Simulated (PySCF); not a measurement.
NICS in rings of unrelated molecules.

NICS is the negative of the GIAO shielding at a point without a nucleus: at the ring centre (0) and 1 Å above and below it (1); zz is the component along the ring normal. Level: GIAO PBE0/pcSseg-1 (PySCF, non-relativistic, gas phase) on the GFN2-xTB geometries, one conformer each. Atom numbers follow the mapped SMILES.

Question: Order these rings by mean NICS(1)zz, lowest (most negative) first (ppm).
A. ring C4–C5–C6–C7–C8–Si9 in `[F:1][C@@H:2]([Cl:3])[C:4]1=[CH:5][CH:6]=[CH:7][CH2:8][SiH+:9]1` (charge +1)
B. ring Si4–C5–C6–Si7–S8 in `[SiH3:1][N:2]([SiH3:3])[Si@H:4]1[CH2:5][CH2:6][SiH2:7][S:8]1`
C. ring N3–C4–C5–C6–N7 in `[CH3:1][CH2:2][N:3]1[CH2:4][CH2:5][CH2:6][NH:7]1`
D. ring C1–C2–C3–C4–C11–C12 in `[cH:1]1[cH:2][cH:3][c:4](-[c:5]2[cH:6][cH:7][n:8][cH:9][cH:10]2)[cH:11][cH:12]1`
E. ring C4–C5–C6 in `[F:1][CH:2]([F:3])[C@@H:4]1[CH2:5][C@@H:6]1[F:7]`
F. ring C3–P4–C5–P6–C7–P10 in `[CH:1]#[C:2][c:3]1[p:4][cH:5][p:6][c:7]([O:8][CH3:9])[p:10]1`
G. ring P2–C4–C5–O6–C7–C8 in `[NH:1]=[P:2]1([NH2:3])[CH2:4][CH2:5][O:6][CH2:7][CH2:8]1`

Answer: D (-28.1), F (-20.9), E (-19.1), C (-9.7), A (-3.4), B (-0.7), G (2.6).

```
                          SMILES                                                      ring  NICS(0)  NICS(1)  NICS(1)zz  HOMA  rms pucker (Å)  ring atoms with four or more neighbours
             c1ccc(-c2ccncc2)cc1          6-membered carbocycle; formal bonds all aromatic     -8.1    -11.0      -28.1  0.99            0.00                                        0
                 C#Cc1pcpc(OC)p1       6-membered ring with 3 P; formal bonds all aromatic     -6.8     -9.2      -20.9  0.73            0.00                                        0
           FC(F)[C@@H]1C[C@@H]1F            3-membered carbocycle; formal bonds all single    -37.2     -8.1      -19.1     –            0.00                                        3
                       CCN1CCCN1         5-membered ring with 2 N; formal bonds all single     -7.8     -4.2       -9.7     –            0.14                                        3
      F[C@@H](Cl)C1=CC=CC[SiH+]1  6-membered ring with Si; formal bonds 2 double, 4 single      0.8     -2.7       -3.4     –            0.01                                        1
[SiH3]N([SiH3])[Si@H]1CC[SiH2]S1  5-membered ring with S and 2 Si; formal bonds all single     -5.6     -3.9       -0.7     –            0.20                                        4
                   N=P1(N)CCOCC1     6-membered ring with O and P; formal bonds all single     -2.4     -2.1        2.6     –            0.27                                        5
```

NICS(0) gives another order. The isotropic NICS(1) gives another order. HOMA uses Krygowski's 1993 parameters; it is left out where a ring has a four-coordinate atom, a triple bond, no multiple bond or a kind of bond without parameters. NICS(1) and NICS(1)zz are means over the two faces.
